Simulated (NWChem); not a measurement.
The numbers come from NWChem runs, not from measurements. System: BeF$_{2}$, charge 0, spin multiplicity 1, at a geometry optimised with B3LYP/def2-SVP. The structure started from a generated list of species. Level: MP2/def2-TZVP, 3 core orbitals frozen.

NWChem printed:

```
             Northwest Computational Chemistry Package (NWChem) 7.3.0
             --------------------------------------------------------

                                NWChem Input Module
                                -------------------

 Scaling coordinates for geometry "geometry" by  1.889725989
 (inverse scale =  0.529177249)

 Turning off AUTOSYM since
 SYMMETRY directive was detected!

                             Geometry "geometry" -> ""
                             -------------------------

 Output coordinates in angstroms (scale by  1.889725989 to convert to a.u.)

  No.       Tag          Charge          X              Y              Z
 ---- ---------------- ---------- -------------- -------------- --------------
    1 Be                   4.0000     0.00000000     0.00000000     0.00000000
    2 F                    9.0000     0.00000000     0.00000000     1.38650400
    3 F                    9.0000     0.00000000     0.00000000    -1.38650400

 Effective nuclear repulsion energy (a.u.)      42.9370852969

            Nuclear Dipole moment (a.u.)
            ----------------------------
        X                 Y               Z
 ---------------- ---------------- ----------------
     0.0000000000     0.0000000000     0.0000000000

      Symmetry information
      --------------------

 Group name             D2h
 Group number             26
 Group order               8
 No. of unique centers     2

      Symmetry unique atoms

     1    2


 Summary of "ao basis" -> "" (spherical)
 ------------------------------------------------------------------------------
       Tag                 Description            Shells   Functions and Types
 ---------------- ------------------------------  ------  ---------------------
 *                         def2-tzvp                  on all atoms

 Summary of "ao basis" -> "ao basis" (spherical)
 ------------------------------------------------------------------------------
       Tag                 Description            Shells   Functions and Types
 ---------------- ------------------------------  ------  ---------------------
 Be                        def2-tzvp                 9       19   5s3p1d
 F                         def2-tzvp                11       31   5s3p2d1f

                                 NWChem SCF Module
                                 -----------------

  ao basis        = "ao basis"
  functions       =    81
  atoms           =     3
[...]
    Atom       Charge   Shell Charges
 -----------   ------   -------------------------------------------------------
    1 Be   4     3.21   1.02  0.97  0.23  0.03 -0.00  0.75  0.01  0.02  0.19
    2 F    9     9.39   0.77  1.20  0.58  1.04  0.29  2.24  2.34  0.92  0.00  0.01  0.00
    3 F    9     9.39   0.77  1.20  0.58  1.04  0.29  2.24  2.34  0.92  0.00  0.01  0.00

       Multipole analysis of the density wrt the origin
       ------------------------------------------------

     L   x y z        total         open         nuclear
     -   - - -        -----         ----         -------
     0   0 0 0     -0.000000      0.000000     22.000000

     1   1 0 0     -0.000000      0.000000      0.000000
     1   0 1 0     -0.000000      0.000000      0.000000
     1   0 0 1     -0.000000      0.000000      0.000000

     2   2 0 0     -9.337971      0.000000      0.000000
     2   1 1 0     -0.000000      0.000000      0.000000
     2   1 0 1     -0.000000      0.000000      0.000000
     2   0 2 0     -9.337971      0.000000      0.000000
     2   0 1 1      0.000000      0.000000      0.000000
     2   0 0 2    -16.223612      0.000000    123.569825

                   NWChem MP2 Semi-direct Energy/Gradient Module
                   ---------------------------------------------

  Basis functions       =     81
  Molecular orbitals    =     81
  Frozen core           =      3
  Frozen virtuals       =      0
  Active alpha occupied =      8
  Active beta occupied  =      8
  Active alpha virtual  =     70
  Active beta virtual   =     70
  Use MO symmetry       = T
  Use skeleton AO sym   = T

  AO/Fock/Back tols     =   1.0D-09  1.0D-09  1.0D-09

 GA uses MA = F    GA memory limited = T

 Available:
  local mem=  1.26D+08
 global mem=  1.44D+08
 local disk=  0.00D+00
  mp2_memr nvloc                    70
  nvloc new                    70
   1 passes of   8:        4194304                      41373                   5915602.
   1 passes of   8: M    126152918           G      144166078           F     121958614.

 Semi-direct pass number   1 of   1  for RHF alpha+beta  at        0.4s
  vrange nnbf                  3101
  mp2_eaftype                    22  avail_ma_in_mb                  1099
 EAF : mp2_eaftype filesize          22    2957801.
  mp2_eaf for mointskh                     22
Node 0 wrote     13.9 Mb in      0.0 s     Agg I/O rate:  1475.8 Mb/s
 Done moints_semi at        1.0s
  mp2_eaftype                    22  avail_ma_in_mb                  1077
 EAF : mp2_eaftype filesize          22    2957801.
  mp2_eaf for kh                    22
 Done maket at        1.1s
 Done multipass loop at        1.1s

          -------------------------------------------
          SCF energy                -213.767875718196
          Correlation energy          -0.545793978479
          Singlet pairs               -0.329862105383
          Triplet pairs               -0.215931873097
          Total MP2 energy          -214.313669696676
          -------------------------------------------

          ---------------------------------------------------
                    Spin Component Scaled (SCS) MP2
          Same spin pairs                     -0.143954582064
          Same spin scaling factor             0.333333333333
          Opposite spin pairs                 -0.401839396415
          Opposite spin scaling fact.          1.200000000000
          SCS-MP2 correlation energy          -0.530192136386
          Total SCS-MP2 energy              -214.298067854582
          ---------------------------------------------------

 -----------------------
 Performance information
 -----------------------

 Timer overhead =  9.82D-08 seconds/call

               Nr. of calls         CPU time (s)                 Wall time (s)                GFlops
             ---------------    -------------------     ------------------------------   -------------------
Name         Min   Avg   Max    Min     Avg     Max     Min     Avg     Max   Mx/calls   Min     Max     Sum
mp2: moin     1     1     1   0.65    0.65    0.65     0.65    0.65    0.65    0.65      0.0     0.0     0.0
mp2: make     1     1     1   5.01E-2 5.01E-2 5.01E-2  5.01E-2 5.01E-2 5.01E-2 5.01E-2   0.0     0.0     0.0
mp2: tota     1     1     1   0.73    0.73    0.73     0.73    0.73    0.73    0.73      0.0     0.0     0.0

 The average no. of pstat calls per process was 3.00D+00
 with a timing overhead of 2.95D-07s

 Task  times  cpu:        1.1s     wall:        1.1s

 Total times  cpu:        1.1s     wall:        1.1s
```

Question: Write an NWChem input that would produce this output.

Answer: This is not unique; one that fits is 
```
start mol
memory heap 200 mb stack 900 mb global 1100 mb
geometry units angstroms nocenter noautoz
  Be     0.000000     0.000000     0.000000
  F      0.000000     0.000000     1.386504
  F      0.000000     0.000000    -1.386504
  symmetry group D2h
end
basis spherical
  * library def2-tzvp
end
scf
  rhf
  nopen 0
  maxiter 100
  thresh 1e-7
  semidirect memsize 60000000 filesize 0
end
mp2
  freeze core 3
end
task mp2 energy
```
